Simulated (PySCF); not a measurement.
Molecule: `InChI=1S/CH3BF2/c1-2(3)4/h1H3`.

Atoms are numbered as in `[CH3:1][B:2]([F:3])[F:4]`; H(Xn) means a hydrogen on atom n.

Spin–spin couplings on one PBE0-D3(BJ)/def2-SVP geometry, PySCF 2.14.0 with density-fitted response routines, gas phase, non-relativistic, equivalent pairs averaged; isotopes ¹³C, ¹H, ¹¹B, ¹⁹F; basis pcJ-1.

Question: How do the couplings (Hz) change with the functional? Times are CPU seconds on shared hosts with different chips, so compare them loosely.

Answer: 
```tsv
functional	functions	¹J(C1,H(C1))	¹J(C1,B2)	²J(C1,F3)	²J(H(C1),H(C1))	²J(F3,F4)	²J(B2,H(C1))	³J(F3,H(C1))	core-s
HF	138	150.3	106.6	42.8	-32.0	28.3	-15.5	9.7	7.5
LDA	138	97.9	64.4	26.2	-9.9	-330.0	-4.4	5.2	5.4
PBE	138	116.6	77.5	32.0	-14.1	-289.4	-5.7	6.4	8.4
KT2	138	122.3	67.0	25.0	-19.3	-319.5	-7.0	5.8	8.5
B3LYP	138	127.6	84.5	34.5	-16.0	-218.4	-6.6	7.8	5.9
PBE0	138	119.8	81.3	33.4	-16.5	-205.9	-7.1	7.3	9.2
B97-2	138	114.7	83.5	32.9	-13.9	-222.1	-5.5	6.4	9.3
BHandHLYP	138	136.6	91.8	37.9	-19.6	-120.1	-8.5	9.2	10
CAM-B3LYP	138	125.1	83.4	35.4	-16.4	-206.7	-7.0	7.6	12
```
